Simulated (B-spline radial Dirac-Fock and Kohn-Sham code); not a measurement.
## Ionisation of each subshell: Co³⁺

System: the Co³⁺ ion, [Ar] 3d6, inside a Watson sphere of charge -3 and radius 2.2 Å (a model of the Madelung potential; inside it an electron's potential energy is raised by 19.6 eV); nuclear rms radius 3.7875 fm (A = 59).

These are calculated numbers from a radial finite-basis atomic code; the model is relaxed Dirac-Fock hole states (ΔSCF) with Breit and QED corrections and a finite nucleus. Correlation energy is missing from these numbers. Energies are counted from the vacuum level.

All terms are in eV, carry their sign (relaxation lowers the binding energy) and add up to the binding energy; ⟨r⟩ is the mean radius of the orbital in the initial state.

```csv
subshell,−ε (Koopmans),relaxation,Breit,self-energy,vacuum polarisation,binding energy,⟨r⟩ (bohr)
1s,7800.4,-40.98,-8.76,-4.48,0.39,7746.5,0.056
2s,985.9,-17.84,-0.59,-0.45,0.04,967.0,0.254
2p1/2,853.5,-19.54,-1.02,0.06,0.00,833.0,0.222
2p3/2,838.4,-19.30,-0.65,0.02,0.00,818.5,0.225
3s,144.8,-3.69,-0.06,-0.07,0.01,141.0,0.768
3p1/2,102.4,-3.46,-0.11,0.01,0.00,98.85,0.801
3p3/2,100.4,-3.37,-0.06,0.00,0.00,96.97,0.809
3d,36.20,-2.75,0.01,0.00,0.00,33.47,0.930
```

For the deepest level, K (1s), the Breit terms make up -0.113 % of the binding energy, QED -0.053 % and orbital relaxation -0.529 %.

Spin-orbit splittings: 2p 14.48 eV, 3p 1.88 eV.
